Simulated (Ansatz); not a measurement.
Ansatz (a program for electronic structure) input:
A basis named .json is the Basis Set Exchange file of that set.

Ansatz 0.2 input:
```yaml
crystal:
  periodic: [false, false, false]
  atoms:
    - {symbol: C, position_ang: [-2.03799031, -0.17859522, 0.05529309]}
    - {symbol: N, position_ang: [-0.59676703, -0.31352537, 0.06389932]}
    - {symbol: C, position_ang: [0.12109117, -1.49488168, 0.07021895]}
    - {symbol: C, position_ang: [1.45445993, -1.18723616, -0.01327182]}
    - {symbol: C, position_ang: [1.57744507, 0.23250571, -0.08050696]}
    - {symbol: C, position_ang: [0.29812134, 0.70794656, -0.03421215]}
    - {symbol: F, position_ang: [-0.15816520, 1.96362374, -0.06588399]}
    - {symbol: H, position_ang: [-2.42552333, -0.10008539, -0.96286475]}
    - {symbol: H, position_ang: [-2.32956565, 0.71072417, 0.61073216]}
    - {symbol: H, position_ang: [-2.47582182, -1.05147937, 0.53518574]}
    - {symbol: H, position_ang: [-0.38713167, -2.44069806, 0.13828901]}
    - {symbol: H, position_ang: [2.26489250, -1.89617548, -0.01628224]}
    - {symbol: H, position_ang: [2.47524255, 0.82134283, -0.14452612]}
basis:
  gaussian:
    orbitals: aug-cc-pVQZ
    fitting: {mean_field: def2-universal-jkfit, correlation: aug-cc-pVQZ-RIFIT.json}
total_charge: 1
magnetization: {spin_polarized: true, initial_magnetization: 1}
correlation: {method: mp2, electrons: outside_noble_gas}
```

Which total energy does the run end on?

-347.88022 Eh (RI-MP2/aug-cc-pVQZ). The basis has 836 functions.

This state (charge 1, doublet) is run at the relaxed geometry of the species with charge 0 and multiplicity 1.
